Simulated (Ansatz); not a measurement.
Reaction (formal loss of a carbene): `C[CH2][Ge][Cl]` → `[CH3][Ge][Cl]` + `[CH2]` (triplet)

Program: Ansatz. Geometries: PBE0-D4/def2-TZVP. ΔE: electronic, gas phase. CCSD(T)/CBS is the MP2 limit (def2-TZVPP, def2-QZVPP) plus CCSD(T) − MP2 in def2-TZVPP, frozen cores. This one scheme is used for every species. DFT in def2-TZVPP. B3LYP here is the variant with VWN-RPA as its local correlation; programs differ in this. Triplets are unrestricted, without spin–orbit coupling. For Ge outer-core shells are correlated without core-valence functions, which leaves a few kJ/mol of doubt a bond. Scalar relativity is left out up to krypton. One conformer a species, not always the lowest.

```
             level  ΔE (kJ/mol)  difference from CCSD(T)/CBS
         revPBE-D4        419.0                         -7.1
         r2SCAN-D4        400.9                        -25.2
           PBE0-D4        422.5                         -3.6
          B3LYP-D4        417.3                         -8.8
          BHLYP-D4        405.3                        -20.8
      CAM-B3LYP-D4        420.9                         -5.2
               PBE        424.2                         -1.9
            revPBE        397.4                        -28.7
             B3LYP        405.3                        -20.8
             BHLYP        396.1                        -30.0
RPA@PBE/def2-TZVPP        407.7                        -18.4
     CCSD/def2-SVP        403.6                        -22.5
    MP2/def2-TZVPP        427.0                          0.9
SCS-MP2/def2-QZVPP        435.2                          9.1
      HF/CBS(def2)        272.7                       -153.4
    CCSD/CBS(def2)        414.3                        -11.8
       CCSD(T)/CBS        426.1                            0
```

Largest T1 diagnostic among the species: 0.012.

Leaving LDA and LC-ωPBE aside and taking each functional with its dispersion term where it has one, the values, not all of them listed here, spread over 37.3 kJ/mol, from r2SCAN0-D4 to ωB97X-V. LDA lies +75.5 kJ/mol from PBE without D4. The D4 term adds +12.0 kJ/mol with B3LYP and +6.5 kJ/mol with PBE0; it sums over pairs of atoms, weighted by their polarisabilities, and B3LYP, whose exchange is more repulsive, gets the larger term.
